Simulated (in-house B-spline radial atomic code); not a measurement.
**Pd8+: [Kr] (4d3/2)1 (4f5/2)1 (an excited or competing configuration)**

Level of theory: Dirac-Hartree-Fock, average of the jj configuration, Fermi nucleus of rms radius 4.5318 fm; calculated with an all-electron radial atomic-structure program (B-spline basis).

Z_r = [3n² - l(l+1)]/(2<r>); Z_e = n√(-2ε); the last column is Slater's effective charge. Values are occupation-weighted means over j. An effective charge above Z reflects the relativistic contraction of the inner shells.

| shell | electrons | ε (eV) | <r> (bohr) | Z_r | Z_e | Slater |
| --- | --- | --- | --- | --- | --- | --- |
| 1s | 2 | -24649 | 0.03185 | 47.10 | 42.56 | 45.70 |
| 2s | 2 | -3816 | 0.1377 | 43.57 | 33.49 | 41.85 |
| 2p | 6 | -3433 | 0.1205 | 41.50 | 31.77 | 41.85 |
| 3s | 2 | -848.34 | 0.3759 | 35.91 | 23.69 | 34.75 |
| 3p | 6 | -718.76 | 0.3753 | 33.31 | 21.80 | 34.75 |
| 3d | 10 | -512.02 | 0.3552 | 29.56 | 18.40 | 24.85 |
| 4s | 2 | -243.81 | 0.9013 | 26.63 | 16.93 | 18.25 |
| 4p | 6 | -199.9 | 0.9605 | 23.95 | 15.33 | 18.25 |
| 4d | 1 | -143.49 | 1.086 | 19.33 | 12.99 | 10.00 |
| 4f | 1 | -82.359 | 1.446 | 12.45 | 9.84 | 9.00 |

The least bound orbital is 4f5/2 at -82.36 eV, and it is also the most diffuse (<r> = 1.446 bohr).

For the 1s electron the small component carries 2.83 % of the norm, the zero-frequency Breit interaction raises the level by 51.88 eV, self-energy by 28.84 eV, and vacuum polarisation lowers it by 3.56 eV.
